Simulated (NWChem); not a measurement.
System meant: C₂H₄GeO₂; SMILES C=C1[O][GeH2][O]1

The following NWChem deck was run.

```
start job
memory heap 200 mb stack 700 mb global 900 mb
geometry units angstroms noautoz
  C      0.000000     0.000000    -2.599710
  C      0.000000     0.000000    -1.256891
  O      0.000000     1.117385    -0.432905
  Ge     0.000000     0.000000     1.028531
  O      0.000000    -1.117385    -0.432905
  H      0.000000    -0.952704    -3.142075
  H      0.000000     0.952704    -3.142075
  H     -1.310221     0.000000     1.852980
  H      1.310221     0.000000     1.852980
end
basis spherical
  C library def2-svp
  O library def2-svp
  Ge library def2-svp
  H library def2-svp
end
dft
  odft
  mult 2
  xc pbe0
  iterations 150
  mulliken
end
task dft energy
```

End of the output:

```
 Summary of "ao basis" -> "" (spherical)
 ------------------------------------------------------------------------------
       Tag                 Description            Shells   Functions and Types
 ---------------- ------------------------------  ------  ---------------------
 C                          def2-svp                 6       14   3s2p1d
 O                          def2-svp                 6       14   3s2p1d
 Ge                         def2-svp                12       32   5s4p3d
 H                          def2-svp                 3        5   2s1p

                                 NWChem DFT Module
                                 -----------------

 Summary of "ao basis" -> "ao basis" (spherical)
 ------------------------------------------------------------------------------
       Tag                 Description            Shells   Functions and Types
 ---------------- ------------------------------  ------  ---------------------
 C                          def2-svp                 6       14   3s2p1d
 O                          def2-svp                 6       14   3s2p1d
 Ge                         def2-svp                12       32   5s4p3d
 H                          def2-svp                 3        5   2s1p

      Symmetry analysis of basis
      --------------------------

        a1         47
        a2         11
        b1         22
        b2         28

  number of electrons :                   64
  multiplicity        :                    2
 ------------------------------------------------------------------------
  no. of electrons and multiplicity not compatible                  64
 ------------------------------------------------------------------------
 ------------------------------------------------------------------------
  current input line :
    27: task dft energy
 ------------------------------------------------------------------------
 ------------------------------------------------------------------------
 There is an error in the input file
 ------------------------------------------------------------------------
 For more information see the NWChem manual at https://nwchemgit.github.io

0: no. of electrons and multiplicity not compatible:Received an Error in Communication
```

Task: What is wrong, and how is it mended?

Result: The program refused the input. Cause: the multiplicity doesn't fit the number of electrons (an even count wants an odd multiplicity, and the reverse). This input runs:
```
start job
memory heap 200 mb stack 700 mb global 900 mb
geometry units angstroms noautoz
  C      0.000000     0.000000    -2.599710
  C      0.000000     0.000000    -1.256891
  O      0.000000     1.117385    -0.432905
  Ge     0.000000     0.000000     1.028531
  O      0.000000    -1.117385    -0.432905
  H      0.000000    -0.952704    -3.142075
  H      0.000000     0.952704    -3.142075
  H     -1.310221     0.000000     1.852980
  H      1.310221     0.000000     1.852980
end
basis spherical
  * library def2-svp
end
dft
  xc pbe0
  iterations 150
  mulliken
end
task dft energy
```
It converges to -2305.09894 Ha (PBE0/def2-SVP).
